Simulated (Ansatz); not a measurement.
Start from `F[SiH](Cl)C[SiH3]` and change one atom or group to get `C#C[SiH](F)Cl`.

Ansatz, PBE0-D4/def2-TZVP geometries, multiplicity 1. Each molecule was computed in one conformer, which needn't be the lowest.

```csv
property,`F[SiH](Cl)C[SiH3]`
HOMO energy (ωB97M-V/def2-TZVPP) / eV,-11.07
LUMO energy (ωB97M-V/def2-TZVPP) / eV,1.89
HOMO–LUMO gap (ωB97M-V/def2-TZVPP) / eV,12.96
HOMO energy (B3LYP/def2-TZVPP) / eV,-8.65
HOMO energy (PBE0/def2-TZVPP) / eV,-8.88
HOMO–LUMO gap (PBE/def2-TZVPP) / eV,6.93
```

**Question.** What does the change do to each property? (Best estimate.)

**Answer.** The calculation gave: 
| property | `C#C[SiH](F)Cl` | shift |
| --- | --- | --- |
| HOMO energy (ωB97M-V/def2-TZVPP) / eV | -11.14 | -0.07 |
| LUMO energy (ωB97M-V/def2-TZVPP) / eV | 1.12 | -0.77 |
| HOMO–LUMO gap (ωB97M-V/def2-TZVPP) / eV | 12.26 | -0.70 |
| HOMO energy (B3LYP/def2-TZVPP) / eV | -8.62 | 0.03 |
| HOMO energy (PBE0/def2-TZVPP) / eV | -8.89 | -0.01 |
| HOMO–LUMO gap (PBE/def2-TZVPP) / eV | 5.79 | -1.14 |

B3LYP here is the variant with VWN-RPA as its local correlation; programs differ in this.
